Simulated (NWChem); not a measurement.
System: SiNH2ClF2; SMILES Cl[Si](N)(F)F

NWChem input:

```
start job
memory heap 200 mb stack 900 mb global 1100 mb
geometry units angstroms noautoz
  N      1.460483    -1.155169    -0.046500
  Si    -0.015208    -0.342165    -0.001140
  F     -0.881149    -0.754878    -1.285812
  F     -0.797345    -0.768680     1.331868
  Cl     0.054133     1.699732     0.002516
  H      2.003730    -1.222732    -0.898402
  H      2.024414    -1.269910     0.786790
end
basis spherical
  * library 6-31+g*
end
dft
  xc bhlyp
  iterations 150
end
tddft
  nroots 6
  notriplet
end
task tddft energy
```

Excerpt of the output:

```
             Northwest Computational Chemistry Package (NWChem) 7.3.0
             --------------------------------------------------------

 C1  symmetry detected

                             Geometry "geometry" -> ""
                             -------------------------

 Output coordinates in angstroms (scale by  1.889725989 to convert to a.u.)

  No.       Tag          Charge          X              Y              Z
 ---- ---------------- ---------- -------------- -------------- --------------
    1 N                    7.0000     0.10587096     1.16815720     1.44701285
    2 Si                  14.0000    -0.00294058     0.33880131    -0.01621161
    3 F                    9.0000    -1.37190124     0.74182484    -0.74702397
    4 F                    9.0000     1.24009685     0.75663567    -0.93861936
    5 Cl                  17.0000     0.01041665    -1.70219865     0.07492380
    6 H                    1.0000    -0.68438431     1.24172922     2.07590302
    7 H                    1.0000     0.99361222     1.28918453     1.91905495

 Effective nuclear repulsion energy (a.u.)     316.6541604739

                                 NWChem DFT Module
                                 -----------------

 Summary of "ao basis" -> "ao basis" (spherical)
 ------------------------------------------------------------------------------
       Tag                 Description            Shells   Functions and Types
 ---------------- ------------------------------  ------  ---------------------
 N                          6-31+g*                  8       18   4s3p1d
 Si                         6-31+g*                 10       22   5s4p1d
 F                          6-31+g*                  8       18   4s3p1d
 Cl                         6-31+g*                 10       22   5s4p1d
 H                          6-31+g*                  2        2   2s

            General Information
            -------------------
          SCF calculation type: DFT
          Wavefunction type:  closed shell.
          No. of atoms     :     7
          No. of electrons :    58
           Alpha electrons :    29
            Beta electrons :    29
          Charge           :     0
          Spin multiplicity:     1
          Use of symmetry is: off; symmetry adaption is: off
          Maximum number of iterations: 150
          AO basis - number of functions:   102
                     number of shells:    48
          Convergence on energy requested:  1.00D-06
          Convergence on density requested:  1.00D-05
          Convergence on gradient requested:  5.00D-04

              XC Information
              --------------
                        BHLYP Method XC Functional
                     Hartree-Fock (Exact) Exchange  0.500
                        Slater Exchange Functional  0.500 local
                    Becke 1988 Exchange Functional  0.500 non-local
              Lee-Yang-Parr Correlation Functional  1.000

             Grid Information
             ----------------
          Grid used for XC integration:  medium
          Radial quadrature: Mura-Knowles
          Angular quadrature: Lebedev.
          Tag              B.-S. Rad. Rad. Pts. Rad. Cut. Ang. Pts.
          ---              ---------- --------- --------- ---------
          N                   0.65       49          12.0       434
          Si                  1.10       88          11.0       590
          F                   0.50       49          11.0       434
          Cl                  1.00       88          12.0       590
          H                   0.35       45          12.0       434
          Grid pruning is: on
          Number of quadrature shells:   413
          Spatial weights used:  Erf1

      Superposition of Atomic Density Guess
      -------------------------------------

 Sum of atomic energies:       -1002.31764102

      Non-variational initial energy
      ------------------------------

 Total energy =   -1003.694206
 1-e energy   =   -2018.900598
 2-e energy   =     698.552232
 HOMO         =      -0.370573
 LUMO         =       0.007703

[...]

                                NWChem TDDFT Module
                                -------------------

            General Information
            -------------------
           No. of orbitals :     204
            Alpha orbitals :     102
             Beta orbitals :     102
        Alpha frozen cores :       0
         Beta frozen cores :       0
     Alpha frozen virtuals :       0
      Beta frozen virtuals :       0
         Spin multiplicity :       1
    Number of AO functions :     102
        Use of symmetry is : off
      Symmetry adaption is : off
         Schwarz screening :  0.10D-07

              XC Information
              --------------
                 BHLYP Method XC Functional
              Hartree-Fock (Exact) Exchange   0.50
                 Slater Exchange Functional   0.50 local
             Becke 1988 Exchange Functional   0.50 non-local
       Lee-Yang-Parr Correlation Functional   1.00

             TDDFT Information
             -----------------
          Calculation type : TDDFT
         Wavefunction type : Restricted singlets
          No. of electrons :      58
           Alpha electrons :      29
            Beta electrons :      29
              No. of roots :       6
          Max subspacesize :    5200
            Max iterations :     100
               Target root :       1
           Target symmetry : none
      Symmetry restriction : off
                 Algorithm : Optimal
        Davidson threshold :  0.10D-03

    6 smallest eigenvalue differences (eV)
--------------------------------------------------------
  No. Spin  Occ  Vir  Irrep   E(Occ)    E(Vir)   E(Diff)
--------------------------------------------------------
    1    1   29   30 a        -0.367    -0.001     9.960
    2    1   28   30 a        -0.408    -0.001    11.079
    3    1   29   31 a        -0.367     0.042    11.138
    4    1   29   32 a        -0.367     0.047    11.286
    5    1   27   30 a        -0.418    -0.001    11.351
    6    1   29   33 a        -0.367     0.053    11.434
--------------------------------------------------------

  Entering Davidson iterations
  Restricted singlet excited states

  Iter   NTrls   NConv    DeltaV     DeltaE      Time
  ----  ------  ------  ---------  ---------  ---------
    1      6       0     0.13E+00   0.10+100       15.2
    2     18       0     0.33E-01   0.12E-01       19.7
    3     30       0     0.17E-01   0.16E-02       26.0
    4     42       0     0.95E-02   0.79E-03       25.6
    5     54       0     0.58E-01   0.98E-02       27.5
    6     66       0     0.12E-01   0.27E-02       27.8
    7     78       1     0.25E-02   0.12E-03       27.1
    8     88       3     0.68E-03   0.54E-05       25.4
    9     94       4     0.24E-03   0.25E-06       20.9
   10     98       6     0.75E-04   0.17E-07       19.6
  ----  ------  ------  ---------  ---------  ---------
  Convergence criterion met

  Ground state a       -1005.423735148644 a.u.

  ----------------------------------------------------------------------------
  Root   1 singlet a              0.263918767 a.u.                7.1816 eV
  ----------------------------------------------------------------------------
     Transition Moments    X -0.01938   Y  0.60759   Z -0.03958
     Dipole Oscillator Strength                    0.0652954432
     Electric Quadrupole                           0.0000002465
     Magnetic Dipole                               0.0000012122
     Total Oscillator Strength                     0.0652969018

     Occ.   27  a   ---  Virt.   30  a    0.12763 X
     Occ.   27  a   ---  Virt.   31  a   -0.08778 X
     Occ.   29  a   ---  Virt.   30  a   -0.95300 X
     Occ.   29  a   ---  Virt.   31  a    0.15065 X
     Occ.   29  a   ---  Virt.   36  a   -0.06272 X
     Occ.   29  a   ---  Virt.   39  a    0.09328 X
     Occ.   29  a   ---  Virt.   41  a   -0.05473 X
     Occ.   29  a   ---  Virt.   43  a   -0.05557 X
     Occ.   29  a   ---  Virt.   44  a   -0.10100 X
  ----------------------------------------------------------------------------
  Root   2 singlet a              0.318506607 a.u.                8.6670 eV
  ----------------------------------------------------------------------------
     Transition Moments    X -0.05556   Y -0.03465   Z -0.51166
     Dipole Oscillator Strength                    0.0564988592
     Electric Quadrupole                           0.0000005535
     Magnetic Dipole                               0.0000000956
     Total Oscillator Strength                     0.0564995084

     Occ.   27  a   ---  Virt.   30  a    0.56960 X
     Occ.   27  a   ---  Virt.   31  a    0.16300 X
     Occ.   27  a   ---  Virt.   33  a   -0.05752 X
     Occ.   27  a   ---  Virt.   34  a    0.12590 X
     Occ.   27  a   ---  Virt.   35  a    0.07311 X
     Occ.   27  a   ---  Virt.   39  a   -0.09066 X
     Occ.   29  a   ---  Virt.   30  a    0.15987 X
     Occ.   29  a   ---  Virt.   31  a    0.68181 X
     Occ.   29  a   ---  Virt.   33  a    0.06333 X
     Occ.   29  a   ---  Virt.   34  a    0.20367 X
     Occ.   29  a   ---  Virt.   35  a    0.05910 X
     Occ.   29  a   ---  Virt.   36  a   -0.10433 X
     Occ.   29  a   ---  Virt.   39  a   -0.18341 X
     Occ.   29  a   ---  Virt.   43  a   -0.06052 X
     Occ.   29  a   ---  Virt.   44  a   -0.09670 X
  ----------------------------------------------------------------------------
  Root   3 singlet a              0.319960789 a.u.                8.7066 eV
  ----------------------------------------------------------------------------
     Transition Moments    X  0.46719   Y -0.00312   Z -0.04197
     Dipole Oscillator Strength                    0.0469365168
     Electric Quadrupole                           0.0000003333
     Magnetic Dipole                               0.0000009057
     Total Oscillator Strength                     0.0469377557

[...]
```

Level: BHandHLYP/6-31+G* (spherical d), full TDDFT. Geometry: optimised at PBE0/def2-SVP.
